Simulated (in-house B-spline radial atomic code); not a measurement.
**Ionising Tc with different functionals**

Computed with a B-spline radial code for spherical atoms: scalar-relativistic (spin-free X2C) Hamiltonian, Fermi nucleus of rms radius 4.41117 fm, spin-polarised at highest spin, spherical fractional occupations for the functionals, and exact exchange of hybrids averaged over the configuration. The ionisation energy is the difference of two self-consistent energies, [Kr] 4d5 5s2 → [Kr] 4d5 5s1, without Breit or QED terms; ε is the level of the shell that loses the electron (its least bound occupied spin orbital). There is no spin-orbit coupling in this Hamiltonian.

```csv
method,rung,ΔSCF (eV),-ε(5s) (eV)
PBE0,global hybrid,6.70,4.83
B3LYP,global hybrid,7.24,4.95
TPSSh,global hybrid,6.68,4.40
BHandHLYP,global hybrid,7.00,5.53
r2SCAN0,global hybrid,6.56,4.93
B97-1,global hybrid,7.49,4.90
HSE06,range-separated hybrid,?,?
wB97X,range-separated hybrid,7.59,7.05
CAM-B3LYP,range-separated hybrid,7.19,6.03
LC-wPBE,range-separated hybrid,?,?
```

(1) What does LC-wPBE give?

(2) What does HSE06 give?

(3) Among the functionals, which spreads more, the ΔSCF values or the orbital energies?

(4) How do they compare with the NIST value?

Answers

(1) ΔSCF 6.51 eV, and -ε(5s) = 6.64 eV.

(2) ΔSCF 6.72 eV, and -ε(5s) = 4.49 eV.

(3) The orbital energies: ΔSCF values span about 1.08 eV and the orbital energies 2.65 eV.

(4) NIST lists 7.119 eV (measured, ground level to ground level). Errors run from -0.61 to +0.47 eV; CAM-B3LYP is closest (+0.07 eV), but part of that can be cancellation, since the calculations leave out spin-orbit coupling, Breit-QED terms, multiplet and fine-structure energies.
